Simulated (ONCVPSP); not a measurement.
## Hg (Z = 80): one change to an ONCV potential, before and after

mercury, optimised norm-conserving Vanderbilt (ONCV), made with ONCVPSP 4.0.1 (PBE, scalar-relativistic). Core [Kr] 4d10, reference 4f14 5s2 5p6 5d10 6s2. Waves: 5s+6s: rc 1.50 bohr, ncon 4, nbas 8, qcut 10.1 1/bohr, 2 projectors; 5p: rc 1.40 bohr, ncon 3, nbas 6, qcut 11.9 1/bohr, 2 projectors, debl 0.7 Ha; 5d: rc 1.85 bohr, ncon 4, nbas 9, qcut 9.5 1/bohr, 1 projector; 4f: rc 0.70 bohr, ncon 4, nbas 9, qcut 20.3 1/bohr, 2 projectors, debl 1.9 Ha. Local part: polynomial inside 0.60 bohr (lpopt 5, dvloc0 6 Ha). Core correction: Teter function fitted to the true core (icmod 2), fcfact 0.55.

In the p channel the program set the typed energies aside and used -2.444, 0.250 Ha. In the f channel the program set the typed energies aside and used -3.524, 0.250 Ha.

All-electron outer shells of the reference configuration (PBE, scalar-relativistic, ld1.x):

| shell | level (eV) | outermost node (bohr) | outermost maximum (bohr) |
| --- | --- | --- | --- |
| 4d | -348.74 | 0.20 | 0.40 |
| 5s | -118.18 | 0.47 | 0.82 |
| 4f | -95.89 | – | 0.37 |
| 5p | -66.52 | 0.51 | 0.93 |
| 5d | -9.86 | 0.55 | 1.17 |
| 6s | -6.82 | 1.08 | 2.21 |

Change: all radii but the core radius scaled by about 1.21 (s 1.82, p 1.70, d 2.24, f 0.84 bohr); local potential polynomial inside 0.72 bohr (lpopt 5, dvloc0 6 Ha).

Cutoffs: the cutoffs (Ha) at which the residual kinetic energy of the hardest occupied pseudo-wave falls to 1 and 0.1 mHa per electron; they do not see the model core or the augmentation charge, which bear on the density cutoff. Errors are all-electron minus pseudo energies relative to the spin-unpolarised reference configuration.

Question: What does the change do?

Answer: The potential gets softer (492 Ha and 736 Ha → 186 Ha and 201 Ha); the bound ghosts move from p, s to s; of the 4 tests that both files solve, the error grows in 1 and shrinks in 1 by more than 15 % and 0.3 meV (median size 11.0 → 12.3 meV). A larger radius leaves more room for a smooth pseudo-wave, so fewer plane waves are needed.

| quantity | base | changed |
| --- | --- | --- |
| cutoff, loose | 492 Ha | 186 Ha |
| cutoff, tight | 736 Ha | 201 Ha |
| loose cutoff by channel | s 33 Ha, p 41 Ha, d 24 Ha, f 492 Ha | s 29 Ha, p 25 Ha, d 22 Ha, f 186 Ha |
| bound ghosts | s, p | s |
| GHOST(+) flags under 300 eV | none | p at 126.4 eV |
| error for 4f14 5s2 5p6 5d10 6s1, meV [ΔE 10.69 eV] | -4.6 | -5.1 |
| error for 4f14 5s2 5p6 5d10 6s0, meV [ΔE 29.66 eV] | -15 | -17 |
| error for 4f14 5s2 5p6 5d9 6s0, meV [ΔE 65.19 eV] | -7.2 | -18 |
| error for 4f14 5s2 5p6 5d8 6s0, meV [ΔE 114.95 eV] | +19 | -7.5 |
| rms error of d²Exc/dni dnj with the model core, mHa | 1.44 | 1.95 |

 A true bound ghost makes a file unfit for plane-wave use even where its test errors are small: the radial tests pick states by their node count and pass the ghost by.
